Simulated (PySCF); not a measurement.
# Radial density of Zr (zirconium, neutral)

UHF, [Kr] 4d2 5s2, high-spin 3F determinant. Computed with PySCF 2.14 in aug-cc-pwCVTZ-PP with ECP28MDF, with scalar relativity through the core potential. This is the valence pseudo-density: the core potential removes the inner electrons and smooths the orbitals near the nucleus.

| r (bohr) | 4πr²ρ (e/bohr) | 4πr²(ρα − ρβ) |
| --- | --- | --- |
| 0.0387 | 1.642e-05 | 0.0000 |
| 0.0651 | 4.364e-05 | 0.0000 |
| 0.110 | 0.0001632 | 0.0000 |
| 0.184 | 0.001317 | 0.0001 |
| 0.310 | 0.02182 | 0.0021 |
| 0.521 | 0.6237 | 0.0325 |
| 0.877 | 6.249 | 0.3316 |
| 1.47 | 6.818 | 1.0107 |
| 2.48 | 1.653 | 0.7018 |
| 4.17 | 0.6096 | 0.0988 |
| 7.02 | 0.07838 | -0.0141 |
| 11.8 | 0.0009044 | -0.0004 |

Energies and moments cover only the electrons outside the core potential.

**Question.** Where is the radial spin density 4πr²(ρα − ρβ) most negative, and why is it negative at all?

**Answer.** Around r = 7.02 bohr, down to -0.0141 e/bohr: exchange with the open shell polarises the paired shells in an unrestricted calculation.
